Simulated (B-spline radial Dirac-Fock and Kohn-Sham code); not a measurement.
**Core-level shifts of molybdenum with charge state**

Method: Dirac-Fock ΔSCF + Breit + QED. Computed with a B-spline atomic structure program. Each ion is free and in its tabulated ground configuration. Correlation energy is missing from these numbers.

Reference: Mo¹⁶⁺, [Ar] 3d8, with K (1s) 20467.6 eV, M1 (3s) 922.2 eV, M2 (3p1/2) 828.1 eV, M3 (3p3/2) 809.0 eV, M4,5 (3d) 650.6 eV, Kα1 (K-L3) 17486.6 eV, Kβ1 (K-M3) 19658.6 eV, Lℓ (L3-M1) 2058.8 eV. Shifts from it, in eV (a dash: the subshell is empty, belongs to an open shell averaged over j, or its hole state is left out as unreliable):

| ion | configuration | K (1s) | M1 (3s) | M2 (3p1/2) | M3 (3p3/2) | M4,5 (3d) | Kα1 | Kβ1 | Lℓ |
| --- | --- | --- | --- | --- | --- | --- | --- | --- | --- |
| Mo¹⁷⁺ | [Ar] 3d7 | +68.5 | +52.9 | +52.7 | +52.2 | +56.3 | +0.37 | +16.27 | +15.24 |
| Mo¹⁸⁺ | [Ar] 3d6 | +139.5 | +107.1 | +106.8 | +105.8 | +114.3 | +0.92 | +33.66 | +31.48 |
| Mo¹⁹⁺ | [Ar] 3d5 | ? | ? | ? | ? | ? | ? | ? | ? |
| Mo²⁰⁺ | [Ar] 3d4 | +288.6 | +219.1 | +218.9 | +216.8 | +235.1 | +2.63 | +71.80 | +66.89 |
| Mo²¹⁺ | [Ar] 3d3 | +366.8 | +277.0 | +276.8 | +274.3 | +297.9 | +3.81 | +92.56 | +86.05 |
| Mo²²⁺ | [Ar] 3d2 | +447.4 | +336.0 | +336.1 | +333.0 | +362.3 | +5.24 | +114.45 | +106.19 |
| Mo²³⁺ | [Ar] 3d1 | +530.4 | +396.2 | +396.6 | +393.0 | +428.3 | +6.91 | +137.47 | +127.28 |

Problem. Give the missing shifts for Mo¹⁹⁺.

Solution. K (1s) +212.9, M1 (3s) +162.5, M2 (3p1/2) +162.2, M3 (3p3/2) +160.7, M4,5 (3d) +173.9, Kα1 +1.67, Kβ1 +52.17, Lℓ +48.69 (eV).

Over this range K (1s) moves by +530.4 eV and Kα1 by +6.9 eV: a line is a difference of two levels that shift in the same direction.
